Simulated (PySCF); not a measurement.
# C₆ coefficients of unlike pairs at PBE

Calculated with PySCF 2.14 from the dipole response of each species, C₆(A,B) = (3/π) ∫ α_A(iu) α_B(iu) du, in atomic units, from isotropic polarisabilities. For ions this is the dispersion term alone; charge-induced terms of lower order in 1/R come first.

```tsv
species	configuration	basis	relativity	α (bohr³)	C₆ (like pair)
I⁻	[Xe] (1S)	aug-cc-pVTZ-PP with one added diffuse shell each of d, f type with ECP28MDF (6s5p5d3f)	core potential	75.87	1090
Ar	[Ar] (1S)	aug-cc-pV(T+d)Z (6s5p4d2f)	none	11.54	68.43
I³⁺	[Kr] 4d10 5s2 5p2 (3P)	aug-cc-pVQZ-PP with ECP28MDF (7s7p5d3f2g)	core potential	10.04	55.19
Cs⁺	[Xe] (1S)	def2-TZVPPD with the def2 core potential (46 electrons) (5s4p3d1f)	core potential	15.50	128.7
```

Question: Estimate C₆ for Cs⁺ with I³⁺.

Answer: The integral gives 84.06. The combination rule 2 C_A C_B / (C_A α_B/α_A + C_B α_A/α_B) gives 84.28 and the geometric mean 84.29.

No spin-orbit coupling is included.

The other pairs:

| pair | C₆ |
| --- | --- |
| Cs⁺, Ar | 93.82 |
| Ar, I⁻ | 250.6 |
| I³⁺, I⁻ | 221.9 |
| Cs⁺, I⁻ | 341.7 |
| I³⁺, Ar | 61.33 |
